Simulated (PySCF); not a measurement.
C$_{2}$H$_{9}$AlOSi, charge -1, doublet, at a GFN2-xTB geometry (such geometries of metal compounds can be far from the true shape) (a state made from the parent by changing its charge; the spin is typed, not shown lowest) (in this run its highest filled SCF level lies above zero, so its values depend strongly on the basis, on diffuse functions most of all). Base run: SVWN5/3-21G (PySCF).

Input for PySCF:
```python
from pyscf import gto, scf, dft

mol = gto.Mole()
mol.atom = '''
    Al   -0.348811    1.109574    0.025886
    C     1.575079    1.935325    0.018947
    H     2.313334    1.445103    0.669354
    H     1.540882    2.984745    0.342838
    H     2.023364    1.947412   -0.984531
    C    -0.912952    1.103268    2.042014
    H    -1.891134    0.628752    2.203298
    H    -1.015924    2.132324    2.413262
    H    -0.221155    0.602930    2.734474
    O    -0.225424   -0.596252   -0.522581
    Si   -0.031553   -2.121726   -0.908719
    H    -0.907941   -3.004335   -0.110693
    H     1.354672   -2.596952   -0.734888
    H    -0.389186   -2.321813   -2.332683
'''
mol.basis = '3-21g'
mol.charge = -1
mol.spin = 1
mol.verbose = 4
mol.build()

mf = dft.UKS(mol)
mf.xc = 'lda,vwn'
mf.kernel()
mf.analyze()
```

Variants of this job, named by their change:

| change | ΔE vs base (mEh) | SCF cycles | <S^2> | outcome |
|---|---|---|---|---|
| base | 0.000 | 11 | 0.751 | converged |
| conv_tol = 1e-11 | 0.000 | 13 | 0.751 | converged |
| diis = off; damp = 0.6 (with mf.diis_start_cycle = 200; with mf.max_cycle = 150) | 0.000 | 16 | 0.751 | converged |
| init_guess = mod_huckel | 0.000 | 15 | 0.751 | converged |
| conv_tol = 1e-7 | 0.000 | 9 | 0.751 | converged |
| diis = off; damp = 0.3 (with mf.diis_start_cycle = 200; with mf.max_cycle = 150) | - | 150 | - | not converged |
| conv_tol_grad = 1e-7 | 0.000 | 15 | 0.751 | converged |
| conv_tol_grad = 1e-3 | 0.000 | 11 | 0.751 | converged |
| damp = 0.5; diis_start_cycle = 5 | 0.000 | 16 | 0.751 | converged |
| DIIS = EDIIS | - | 50 | - | not converged |
| conv_tol = 1e-12 | 0.000 | 13 | 0.751 | converged |
| diis = off (with mf.max_cycle = 100) | - | 100 | - | not converged |
| level_shift = 1.0 (with mf.max_cycle = 100) | 0.000 | 73 | 0.751 | converged |

Open shells are given as the SCF converged; they aren't shown to be the lowest states, and a large step between rows can be another state.
